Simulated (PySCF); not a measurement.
# Frontier orbitals and the lowest excitations

Compound: C₃H₇PSi.
Structure used (GFN2-xTB), in Å, numbered top down from 1:
```xyz
12
C3H7PSi angstrom
C     -1.982   -0.550    0.012
C     -0.803    0.299   -0.185
C      0.505    0.389   -0.205
Si     2.158   -0.451   -0.013
P     -0.319    2.016   -0.625
H     -1.679   -1.580    0.194
H     -2.561   -0.189    0.863
H     -2.624   -0.511   -0.869
H      1.900   -1.862    0.288
H      2.894   -0.308   -1.268
H      2.868    0.190    1.095
H     -0.356    2.557    0.688
```

Method: TDDFT B3LYP/def2-SVPD, vertical, gas phase, core orbitals frozen in the response in PySCF 2.14.0, density-fitted response routines.

Frontier orbitals with the atoms that hold most of them (Löwdin shares over 4%, at most four atoms; ? is withheld):

| orbital | ε (eV) | atoms |
| --- | --- | --- |
| LUMO+2 | 0.12 | Si4 22%, P5 16%, C1 14%, C2 10% |
| LUMO+1 | -0.18 | P5 32%, Si4 18%, C3 16%, C2 8% |
| LUMO | -0.73 | C2 32%, C3 30%, Si4 14%, C1 6% |
| HOMO | ? | ? |
| HOMO-1 | -7.20 | ? |
| HOMO-2 | -8.38 | C3 27%, P5 23%, C2 23%, Si4 6% |
| HOMO-3 | -9.53 | Si4 24%, H10 20%, P5 13%, C3 12% |

**Question.** Which atoms hold the HOMO, and with what shares?

**Answer.** P5 (bonded to 2 C and H) 42%; C3 (bonded to C, P and Si) 20%; C2 (bonded to 2 C and P) 17%; H12 (bonded to P) 14%. By element: phosphorus 42%, carbon 37% or more, hydrogen 14% or more.

**Question.** Which atoms hold the HOMO-1, and with what shares?

**Answer.** P5 (bonded to 2 C and H) 37%; C3 (bonded to C, P and Si) 20%; C2 (bonded to 2 C and P) 19%; Si4 (bonded to C and 3 H) 8%. By element: carbon 40% or more, phosphorus 37%, silicon 8%.

**Question.** What is the HOMO energy, and the HOMO–LUMO gap?

**Answer.** ε(HOMO) = -6.43 eV; the gap is 5.70 eV (0.2094 hartree).

**Question.** How does S1 compare with the orbital gap of 5.70 eV?

**Answer.** S1 is at 4.83 eV (f = 0.034), 0.86 eV below the gap, made of HOMO→LUMO (93%). 

**Question.** Give energy, strength and leading configuration of S1, S2, S3 and S7, and follow the Löwdin shares of the leading atoms from the occupied to the empty orbital.

**Answer.** 
- S1 (4.83 eV, f 0.034), HOMO→LUMO (93%): P5 42% → at most 7%, C3 20% → 30%, C2 17% → 32%
- S2 (5.15 eV, f 0.0003), HOMO-1→LUMO (90%): P5 37% → at most 7%, C3 20% → 30%, C2 19% → 32%
- S3 (5.22 eV, f 0.0095), HOMO→LUMO+1 (85%): P5 42% → 32%, C3 20% → 16%, Si4 at most 8% → 18%
- S7 (6.45 eV, f 0.025), HOMO-2→LUMO (77%): C3 27% → 30%, P5 23% → at most 7%, C2 23% → 32%

Löwdin shares depend on the basis, the more so with diffuse functions.
